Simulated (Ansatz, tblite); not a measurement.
Cost and result up the ladder for Sn8 (8 atoms). Total charge 0; singlet. Geometry: PBE-D4/def2-SVP.

```xyz
8

Sn   -0.6297   -2.5343    0.0656
Sn    0.8101    0.7967    1.0823
Sn   -1.2011    2.6361   -0.1442
Sn    1.3934    1.9812   -1.5929
Sn   -1.0261    0.0147   -1.8017
Sn    0.9369   -1.7389    2.3652
Sn   -2.1723   -0.0655    1.1685
Sn    1.8889   -1.0900   -1.1427
```

Ansatz on 4 threads of Arm Neoverse V2 on a shared host; xTB runs through tblite on one thread. Times are rough, summed over both states, and most runs start from the orbitals of an earlier one. No level here is sound enough to serve as a yardstick. The other state is a quintet at its own geometry, which has other bonds, so the gap mixes isomer and spin.

In the def2 sets Sn takes a core potential; there is no spin–orbit coupling. The xTB rows come from tblite. The structure comes from a short search, and lower isomers may exist.

Run but left out: MP2/def2-SVP (quintet: ⟨S²⟩ 6.21, where a pure state has 6.00).

xTB has no spin-polarisation term.

| level | functions | wall time |
| --- | --- | --- |
| GFN1-xTB | 72 | 0.022 s |
| GFN2-xTB | 72 | 0.035 s |
| PBE-D4/def2-SVP | 208 | 16 s |
| PBE0-D4/def2-SVP | 208 | 38 s |

(1) Estimate what each level gives for the quintet − singlet (eV).

Results:

(1) 
```json
{"level": "GFN1-xTB", "quintet − singlet (eV)": "1.70", "remarks": "–"}
{"level": "GFN2-xTB", "quintet − singlet (eV)": "2.19", "remarks": "–"}
{"level": "PBE-D4/def2-SVP", "quintet − singlet (eV)": "1.18", "remarks": "–"}
{"level": "PBE0-D4/def2-SVP", "quintet − singlet (eV)": "1.13", "remarks": "restricted singlet, untested (singlet)"}
```
